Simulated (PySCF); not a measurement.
Compound: C6H7O (charge -1).
Numbering: `[CH3:1][C:2]#[C:3][C@@H:4]1[CH2:5][C@H:6]1[O-:7]` (hydrogens: H8, H9, H10 on C1; H11 on C4; H12, H13 on C5; H14 on C6)

The geometry is computed with GFN2-xTB (gas phase).

Entries marked ? are missing. Bonds in one row agree within 0.01 Å.

```csv
coordinate,value
C1–C2,1.454 Å
C2≡C3,1.208 Å
C3–C4,?
C4–C5,1.522 Å
C5–C6,?
C6–O7,?
C4–C6,?
"C1–H8, C1–H9, C1–H10",1.095 Å
C4–H11,1.086 Å
C5–H12,1.084 Å
C5–H13,1.086 Å
C6–H14,1.124 Å
C1–C2–C3,178.7°
C2–C3–C4,175.9°
C3–C4–C5,120.0°
C3–C4–C6,120.9°
C5–C4–C6,58.1°
C4–C5–C6,?
C5–C6–O7,?
C4–C6–C5,58.3°
C4–C6–O7,?
```

Q: Estimate the withheld lengths and angles.

A: 
- C3–C4 = 1.406 Å, drawn single (alkyne carbon to propargylic carbon); 0.04 Å below the sum of covalent radii, 1.45 Å.
- C5–C6 = 1.520 Å, drawn single (three-membered-ring carbon to sp3 carbon bound to oxygen); equal to the sum of covalent radii, 1.52 Å.
- C6–O7 = 1.276 Å, drawn single (sp3 carbon bound to oxygen to alkoxide oxygen); 0.14 Å below the sum of covalent radii, 1.42 Å.
- C4–C6 = 1.603 Å, drawn single (propargylic carbon to sp3 carbon bound to oxygen); 0.08 Å above the sum of covalent radii, 1.52 Å.
- C4–C5–C6 = 63.6°, at the three-membered-ring carbon, inside a 3-membered ring; the outer atoms are 1.603 Å apart.
- C5–C6–O7 = 125.7°, at the sp3 carbon bound to oxygen; the outer atoms are 2.490 Å apart.
- C4–C6–O7 = 122.7°, at the sp3 carbon bound to oxygen; the outer atoms are 2.530 Å apart.

Radii are Cordero's, carbon taken as 0.76, 0.73 or 0.69 Å for four, three, and two or fewer neighbours.

No GFN2-xTB frequencies stand behind this structure, so it isn't proved a minimum.
